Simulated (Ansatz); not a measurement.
System: GeS, charge 0, singlet. GeS (sulfanylidenegermanium, SMILES [S]=[Ge]).
B3LYP-D3(BJ)/def2-TZVP minimum from Ansatz (a program for electronic structure):
```xyz
2

Ge     0.0000     0.0000    -0.6762
S      0.0000     0.0000     1.3523
```

Wanted: atomisation energy (electronic, to ground-state atoms), in kcal/mol. Radicals and triplets start from unrestricted determinants; spin-orbit coupling is neglected. Cores are frozen in correlated methods (noble-gas shells, and filled d and f shells in the p block). No relativity. CBS(X,Y): correlation extrapolated as X^-3, Hartree-Fock from the larger set. A bracket is a step between two methods taken in the basis named. Double hybrids freeze cores in their MP2 part. The T1 diagnostic of GeS ([S]=[Ge], singlet) reaches 0.029 in the sets run.

CCSD(T)/CBS(def2-TZVPP,def2-QZVPP) + [CCSDT(Q) - CCSD(T)]/def2-QZVPP + [CCSDTQ - CCSDT(Q)]/def2-SVP (Ansatz) gives 132.8 kcal/mol.

Q: How far off this value is PBE/def2-TZVPD (Ansatz), in which direction, and how far these levels: wB97M-V/def2-TZVPD, B2PLYP/def2-TZVPD, CCSD(T)/CBS(def2-TZVPP,def2-QZVPP)?

A: PBE gives 138.6 kcal/mol, 5.8 kcal/mol above it. Differences of the others: wB97M-V/def2-TZVPD (Ansatz) -0.7; B2PLYP/def2-TZVPD (Ansatz) -1.6; CCSD(T)/CBS(def2-TZVPP,def2-QZVPP) (Ansatz) -0.4 kcal/mol.
